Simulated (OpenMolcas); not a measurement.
An atom or ion with 73 electrons was computed by MS-CASPT2, IPEA 0.25 Eh, imaginary shift 0.1 Eh with spin-orbit coupling (OpenMolcas, ANO-RCC-VTZP, DKH2). The lowest levels that the run gave, each within 12 % of the measured value where one is at hand:

```json
{"J": "5/2", "Parity": "even", "E (cm-1)": "0.0", "g": "1.955"}
{"J": "1/2", "Parity": "even", "E (cm-1)": "14780", "g": "3.050"}
{"J": "5/2", "Parity": "even", "E (cm-1)": "14990", "g": "1.112"}
{"J": "3/2", "Parity": "even", "E (cm-1)": "16540", "g": "1.696"}
{"J": "3/2", "Parity": "even", "E (cm-1)": "18150", "g": "1.575"}
{"J": "7/2", "Parity": "even", "E (cm-1)": "18460", "g": "1.098"}
{"J": "5/2", "Parity": "even", "E (cm-1)": "18710", "g": "1.022"}
{"J": "5/2", "Parity": "even", "E (cm-1)": "19380", "g": "1.638"}
{"J": "1/2", "Parity": "even", "E (cm-1)": "19400", "g": "1.825"}
{"J": "11/2", "Parity": "even", "E (cm-1)": "19650", "g": "1.248"}
{"J": "9/2", "Parity": "even", "E (cm-1)": "20030", "g": "1.173"}
{"J": "7/2", "Parity": "even", "E (cm-1)": "21230", "g": "1.503"}
```

Task: Which ion is it, and what are the configurations and terms?

Result: Re2+ (Z = 75, charge +2; active space 5 electrons in 6 orbitals (5d 6s)). J, parity and g give the terms where levels are pure, and mixed ones are named by the computed weights; the size of the splittings, set against known spectra of the 73-electron sequence, gives the charge. In order, with the measured energies in cm-1 (the list in Brasseur, Gamrath and Quinet, At. Data Nucl. Data Tables 157, 101636 (2024)): 5d5 6S 5/2, 5d4 6s 6D 1/2 [68 %] (14396), 5d5 4G 5/2 [25 %], 5d4 6s 6D 3/2 [49 %], 5d4 6s 6D 3/2 [43 %], 5d5 4G 7/2 [64 %] (16890), 5d5 4G 5/2 [47 %], 5d4 6s 6D 5/2 (19719), 5d5 4P 1/2 [40 %], 5d5 4G 11/2 (18020), 5d5 4G 9/2 (18346), 5d4 6s 6D 7/2 [74 %] (22106).

Term energies are means over components that CASPT2 splits; among the terms shown or strongly mixed into the levels shown the widest spread is 290 cm-1 (5d5 4G). Blocks of more than 70 roots (2S+1 = 2 even) ran without multistate coupling. Some high roots are left out of the spin-orbit mixing, which shifts the levels that they would mix with. Some levels mix across a computed gap that differs much from the measured one, so their mixing is not that of the real levels. Terms from blocks run as CI alone lack orbitals of their own. Configurations are named by rounded mean occupations; where the s occupation lies near a half they are strongly mixed, a name can repeat and a true partner stay unpaired. A single d shell beside an s shell can misplace configurations of different d count against each other. The CASPT2 spread within a term exceeds the gap to the next term for 5d5 4P and 5d4 6s 6D, so the order of their levels is uncertain, and so are names and mixing where such terms share a J. Computed and measured levels are paired by configuration, term and J; levels that our copy of the source lacks, or whose pairing is in doubt (as where it misses far off the trend of its configuration), stay unpaired and out of the deviations. Levels of configurations outside the active space are missing.

A share in square brackets marks a mixed level and gives the weight of the term that names it.
